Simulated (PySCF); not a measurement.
A calculated (M06-2X, PySCF 2.14, def2-SVP, no relativity, point nucleus) atom or ion has these occupied shells.

```csv
shell,electrons,orbital energy (eV),"rms radius, mean of both spins (bohr)"
1s α,1,-11660.9,0.0537
1s β,1,-11660.7,0.0537
2s α,1,-1496.0,0.224
2s β,1,-1495.9,0.224
2p α,3,-1341.1,0.198
2p β,3,-1341.0,0.198
3s α,1,-208.82,0.653
3s β,1,-208.63,0.653
3p α,3,-155.77,0.672
3p β,3,-155.53,0.672
3d α,5,-60.572,0.748
3d β,5,-60.428,0.748
4s α,1,-26.482,2.09
4s β,1,-22.921,2.09
4p α,2,-16.265,2.49
```

Problem. Name the element and its charge.

Solution. As⁺ (arsenic, charge +1), in [Ar] 3d10 4s2 4p2, high-spin 3P determinant.
